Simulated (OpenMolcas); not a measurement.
# V²⁺: effect of the basis set

* Program: OpenMolcas 26.06
* Method: CASSCF
* Active space: 3 electrons in 6 orbitals (3d 4s)
* State averaging: 2S+1 = 4 even, 20 roots; 2S+1 = 2 even, 64 roots kept (CI in the orbitals of an earlier block)
* Spin-orbit coupling: RASSI with atomic mean-field integrals over the reference wave functions, term energies averaged over their components

A. ANO-R1 [5s3p3d1f], X2C, finite nucleus; cost roughly 40 core-seconds
B. ANO-L-VTZP [6s5p3d2f1g], non-relativistic, point nucleus; cost of the order of 20 core-seconds
C. ANO-RCC-VTZP [6s5p3d2f1g], DKH2, point nucleus; cost about 25 core-seconds
D. ANO-R2 [6s4p4d2f1g], X2C, finite nucleus; cost of the order of 30 core-seconds
E. ANO-RCC-VQZP [7s6p4d3f2g1h], DKH2, point nucleus; cost about 29 core-seconds
F. ANO-R3 [7s5p5d3f2g1h], X2C, finite nucleus; cost about 30 core-seconds

Energies in cm-1 above 3d3 4F 3/2, the measured ground level; measured values from Sugar and Corliss, J. Phys. Chem. Ref. Data 7, 1191 (1978).

```
        Level      A      B      C      D      E      F  Measured
   3d3 4F 3/2    0.0    0.0    0.0    0.0    0.0    0.0       0.0
   3d3 4F 5/2    161    168    161    157    160    162       146
   3d3 4F 7/2    384    398    383    374    381    386       342
   3d3 4F 9/2    663    688    662    646    659    667       584
   3d3 4P 1/2  15263  15325  15320  15306  15300  15348     11514
   3d3 4P 3/2  15340  15405  15398  15382  15378  15426     11592
   3d3 2G 7/2  15408  15467  15486  15478  15464  15514     11966
   3d3 4P 5/2  15521  15594  15579  15557  15557  15608     11770
   3d3 2G 9/2  15650  15717  15727  15714  15704  15758     12187
   3d3 2P 1/2  20373  20476  20477  20455  20435  20502     15580
   3d3 2H 9/2  20484  20559  20580  20569  20553  20620     16811
   3d3 2P 3/2  20486  20589  20591  20568  20548  20617     15550
  3d3 2H 11/2  20673  20754  20768  20753  20741  20809     16978
3d3 2D 3/2(1)  22183  22283  22310  22281  22260  22334     16330
3d3 2D 5/2(1)  22379  22481  22505  22474  22455  22531     16375
   3d3 2F 7/2  35507  35661  35668  35632  35605  35714     27728
   3d3 2F 5/2  35610  35768  35771  35732  35706  35817     27847
3d2 4s 4F 3/2  44036  44793  45676  42793  42731  42165     43942
3d2 4s 4F 5/2  44194  44957  45833  42947  42888  42324     44110
3d2 4s 4F 7/2  44416  45188  46055  43163  43109  42547     44346
3d2 4s 4F 9/2  44702  45484  46341  43442  43393  42834     44647
3d2 4s 2F 5/2  52096  52449  52541  50519  50644  49986     49328
3d2 4s 2F 7/2  52540  52911  52984  50951  51085  50431     49805
3d3 2D 5/2(2)  55488  55712  55819  55730  55672  55849     42267
```

Deviations, from unrounded energies. A percentage is the sum of absolute deviations over the sum of measured energies, with the sign that they share, or ± where signs differ.

| Against measurement | Levels | A | B | C | D | E | F |
| --- | --- | --- | --- | --- | --- | --- | --- |
| mean absolute deviation (cm-1) | 23 | 3600 | 3800 | 4000 | 3700 | 3700 | 3800 |
| fine structure of the ground term (%) | 3 | +12.8 | +17.1 | +12.6 | +9.9 | +12.2 | +13.5 |
| other terms of the ground configuration (%) | 14 | +29.8 | +30.4 | +30.5 | +30.3 | +30.2 | +30.6 |
| other configurations (%) | 6 | +2.1 | +3.5 | +4.8 | ±2.5 | ±2.7 | ±3.1 |

A, D, E lie about equally close to measurement and C furthest from it. The largest miss of A in the table is 3d3 2D 5/2(2), by +13000 cm-1. The ranking rests on the paired levels alone, and a cruder setting can come out closer through cancelling errors.

Among A to F the level of the table that moves most is 3d2 4s 4F 3/2, by 3500 cm-1 (lowest in F, highest in C).

Without dynamic correlation excited terms often stand tens of per cent too high (terms of higher spin than the ground term too low), and those without a measured partner can miss by more than the paired ones. Some levels mix across a computed gap that differs much from the measured one, so their mixing is not that of the real levels. Terms from blocks run as CI alone lack orbitals of their own. A single d shell beside an s shell can misplace configurations of different d count against each other. Measured partners are found by configuration, term and J. A level has none where our copy of the source lacks it or the pairing is in doubt (some pairs that miss far off the trend of their configuration count as doubtful), and it then counts in no deviation. Levels of configurations outside the active space are missing. Levels that lie high or do not pair safely by name in every column are left out.

A number in round brackets counts repeated terms of one configuration in the order of the reference energies.
